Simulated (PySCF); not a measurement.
Molfile (atoms numbered from 1):
```
C4H12Si
     RDKit          3D

 17 16  0  0  0  0  0  0  0  0999 V2000
   -0.4066   -1.2134   -1.4194 C   0  0  0  0  0  0  0  0  0  0  0  0
   -0.0012   -0.0007   -0.0018 Si  0  0  0  0  0  4  0  0  0  0  0  0
    0.0081    1.7855   -0.6754 C   0  0  0  0  0  0  0  0  0  0  0  0
   -1.3198   -0.1549    1.3703 C   0  0  0  0  0  0  0  0  0  0  0  0
    1.7161   -0.4155    0.7216 C   0  0  0  0  0  0  0  0  0  0  0  0
   -1.3797   -1.0036   -1.8532 H   0  0  0  0  0  0  0  0  0  0  0  0
   -0.4187   -2.2416   -1.0702 H   0  0  0  0  0  0  0  0  0  0  0  0
    0.3270   -1.1480   -2.2173 H   0  0  0  0  0  0  0  0  0  0  0  0
    0.2425    2.5019    0.1064 H   0  0  0  0  0  0  0  0  0  0  0  0
   -0.9581    2.0579   -1.0892 H   0  0  0  0  0  0  0  0  0  0  0  0
    0.7465    1.9077   -1.4621 H   0  0  0  0  0  0  0  0  0  0  0  0
   -2.3121    0.0753    0.9941 H   0  0  0  0  0  0  0  0  0  0  0  0
   -1.3509   -1.1605    1.7791 H   0  0  0  0  0  0  0  0  0  0  0  0
   -1.1170    0.5258    2.1917 H   0  0  0  0  0  0  0  0  0  0  0  0
    1.7463   -1.4264    1.1171 H   0  0  0  0  0  0  0  0  0  0  0  0
    2.4931   -0.3368   -0.0328 H   0  0  0  0  0  0  0  0  0  0  0  0
    1.9775    0.2592    1.5312 H   0  0  0  0  0  0  0  0  0  0  0  0
  1  2  1  0
  2  3  1  0
  2  4  1  0
  2  5  1  0
  1  6  1  0
  1  7  1  0
  1  8  1  0
  3  9  1  0
  3 10  1  0
  3 11  1  0
  4 12  1  0
  4 13  1  0
  4 14  1  0
  5 15  1  0
  5 16  1  0
  5 17  1  0
M  END
```

Geometry: GFN2-xTB; GIAO absolute shieldings from PySCF 2.14.0 with density-fitted response routines, gas phase, non-relativistic, averaged over equivalent atoms.

At B3LYP/pcSseg-1 (152 basis functions, of the order of 11 core-seconds):
```csv
atoms,σ (ppm)
C1/C3/C4/C5,181.9
Si2,334.5
H6/H7/H8/H9/H10/H11/H12/H13/H14/H15/H16/H17,31.83
```

Question: Predict the values at B97-D/pcSseg-1 on the same geometry.

Answer: 
```csv
atoms,σ at B97-D/pcSseg-1,change
C1/C3/C4/C5,181.8,-0.1
Si2,343.2,+8.7
H6/H7/H8/H9/H10/H11/H12/H13/H14/H15/H16/H17,31.85,+0.02
```

The largest change is at Si2 (silicon bonded to 4 C). Cost: 152 basis functions, of the order of 15 core-seconds.
